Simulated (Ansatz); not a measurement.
Basis sets compared for `CCCCCCCCCCO`. Total charge 0; singlet. Geometry PBE0-D4/def2-SVP. Ansatz on 4 threads of Arm Neoverse V2 on a shared host; times are rough, and most runs start from earlier orbitals.

```xyz
33

C    -4.676   -0.430   -3.098
C    -3.249   -0.704   -2.651
C    -2.915   -0.112   -1.288
C    -1.490   -0.386   -0.831
C    -1.166    0.208    0.534
C     0.229   -0.112    1.062
C     1.366    0.492    0.246
C     2.763    0.185    0.779
C     3.077    0.781    2.146
C     4.509    0.531    2.597
O     4.808   -0.829    2.772
H    -4.873    0.652   -3.168
H    -5.405   -0.850   -2.386
H    -4.885   -0.870   -4.085
H    -3.070   -1.794   -2.625
H    -2.542   -0.305   -3.401
H    -3.088    0.980   -1.312
H    -3.623   -0.507   -0.536
H    -1.320   -1.479   -0.801
H    -0.790    0.004   -1.591
H    -1.297    1.305    0.493
H    -1.914   -0.153    1.262
H     0.359   -1.209    1.108
H     0.298    0.241    2.105
H     1.302    0.132   -0.794
H     1.231    1.588    0.193
H     3.510    0.551    0.051
H     2.889   -0.913    0.824
H     2.899    1.871    2.121
H     2.397    0.365    2.908
H     4.678    1.011    3.574
H     5.209    1.012    1.882
H     4.778   -1.255    1.909
```

Binding counts from free atoms (C triplet, O triplet, H doublet) in the same basis, without a counterpoise term.

```
           level  functions  energy (Eh)  HOMO (eV)  LUMO (eV)  binding per atom (eV)  wall time
       HF/STO-3G         77    -460.7599      -9.34      15.14                   3.88      0.5 s
        HF/6-31G        143    -466.1500     -11.63       5.84                   2.99      1.4 s
 PBE-D4/def2-SVP        264    -468.5743      -5.81       0.76                   4.27      3.5 s
PBE0-D4/def2-SVP        264    -468.6628      -7.55       1.69                   4.23      6.5 s
```

Estimate the rows for PBE-D4/def2-TZVP (with forces), PBE0-D4/def2-TZVP (with forces).


```json
{"level": "PBE-D4/def2-TZVP (with forces)", "functions": "473", "energy (Eh)": "-469.0884", "HOMO (eV)": "-6.11", "LUMO (eV)": "0.19", "binding per atom (eV)": "4.23", "wall time": "9.5 s"}
{"level": "PBE0-D4/def2-TZVP (with forces)", "functions": "473", "energy (Eh)": "-469.1648", "HOMO (eV)": "-7.75", "LUMO (eV)": "1.05", "binding per atom (eV)": "4.18", "wall time": "24 s"}
```
